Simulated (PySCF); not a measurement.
**NMR parameters of [VO3(OH)]2-**

[VO3(OH)]2-, [HO4V]2-.

Cartesian coordinates in Å; atom numbers follow the order of the lines, from 1:
```xyz
6

V     0.1711    0.3020    0.3000
O     0.1292    0.2886    1.9500
O     1.7178    0.2628   -0.2841
O    -0.6565    1.5844   -0.3394
O    -0.7159   -1.3053   -0.3400
H    -0.6456   -1.1325   -1.2865
```

Total charge -2.

GIAO calculations in PySCF 2.14 on the PBE0-D3(BJ)/def2-SVP structure: isolated species, non-relativistic, equivalent atoms averaged; basis pcSseg-1 (pcSseg-2 on V).

Problem. Give the isotropic shieldings (ppm) with B3LYP, PBE, PBE0.

Solution. 
```tsv
atoms	environment	B3LYP	PBE	PBE0
V1	V bonded to 4 O	-1504	-1353	-1492
O2/O3/O4	oxygen bonded to V	-528.8	-446.5	-517.8
O5	oxygen bonded to V, H	276.6	269.8	281.7
H6	hydrogen on an oxygen bonded to V	32.31	31.76	32.34
HOMO–LUMO gap (eV)	–	5.09	3.34	5.69
```

Problem. And the chemical shifts, against references computed in the same way?

Solution. 
| atoms | nucleus, reference | B3LYP | PBE | PBE0 |
| --- | --- | --- | --- | --- |
| V1 | 51V, VOCl3 | -595 | -463 | -596 |
| O2/O3/O4 | 17O, H2O | 862.8 | 781.1 | 852.3 |
| O5 | 17O, H2O | 57.5 | 64.8 | 52.9 |
| H6 | 1H, TMS | -0.93 | -0.56 | -1.07 |

Problem. Which part of the shielding of V1 depends on the functional?

Solution. Diamagnetic: B3LYP 1712, PBE 1714, PBE0 1711 ppm; paramagnetic: B3LYP -3216, PBE -3066, PBE0 -3203 ppm. The diamagnetic part, set mainly by inner electrons, hardly moves; the paramagnetic part goes with low-lying magnetically allowed excitations and carries the spread.

Problem. What couplings does PBE/pcJ-1 (pcSseg-1 on V) give?

Solution. 1J(O5,H6) = -48.2, 2J(O2,O3) = 2.3, 2J(O2,O5) = 2.2 Hz (averaged over equivalent pairs; isotopes 17O, 1H).

The ion is multiply charged and has no counter-ions or solvent here.

The averaged O atoms aren't alike in the static structure (σ from -550 to -517 ppm); the average presumes fast exchange among these sites. Unscaled 17O shifts of doubly bonded oxygen tend to come out too high, by tens of ppm or more. Experimental scales use liquid or dissolved standards, which lie at an offset from isolated H2O (liquid H2O: subtract about 36 ppm).
